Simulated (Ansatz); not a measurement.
Basis-set extrapolation for `F[SiH2]S[SiH](F)F` (PBE0-D4/def2-TZVP geometry, frozen core, Ansatz). Multiplicity 1, RHF reference.

```csv
,def2-TZVPP,def2-QZVPP
HF,-1275.904449,-1275.949081
MP2 correlation,-1.155753,-1.264974
CCSD(T) correlation,-1.230046,not run
```

Energies in hartree. Use E(X) = E(∞) + A·exp(−7.88·√X) for Hartree–Fock and E(X) = E(∞) + B·X^(−2.97) for correlation, with X = 3 and 4, and add CCSD(T) minus MP2 of the smaller set to the MP2 limit.

Question: What is the CCSD(T) energy at the basis-set limit?

Answer: HF limit: -1275.949081 + (-0.044632) × 0.13774 = -1275.95523. MP2 limit: -1.264974 + (-0.109221) × 0.74074 = -1.34588. Higher-order term: -1.230046 − (-1.155753) = -0.07429. Total: -1277.37540 hartree, 6.56 eV below CCSD(T)/def2-TZVPP.
